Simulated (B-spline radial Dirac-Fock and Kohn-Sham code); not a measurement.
What relativity does to the binding energies of Ho³⁴⁺

System: the Ho³⁴⁺ ion, [Ar] 3d10 4s2 4p3.

Both columns are ΔSCF binding energies of the configuration average from an atomic code on a B-spline grid: non-relativistic Hartree-Fock with a point nucleus, and Dirac-Fock with a finite nucleus and the Coulomb interaction alone, averaged over the two j levels with weights 2j+1.

```
shell  Hartree-Fock (eV)  Dirac-Fock (eV)  shift (eV)  shift (%)
   1s            53627.7          57288.7    +3660.99      +6.83
   2s             9876.8          10836.2     +959.36      +9.71
   3s             3241.8           3482.6     +240.78      +7.43
   3d             2727.2           2717.9       -9.24      -0.34
   4s             1505.2           1583.9      +78.72      +5.23
   4p             1430.6           1462.5      +31.85      +2.23
```

Relativity binds 1s, 2s, 3s, 4s, 4p more strongly, among those listed most of all 2s in relative terms, and 3d more weakly, because the contracted s and p shells screen the nucleus better.

Values without a named source are computed, but for edge energies of neutral atoms, which are taken from tables.
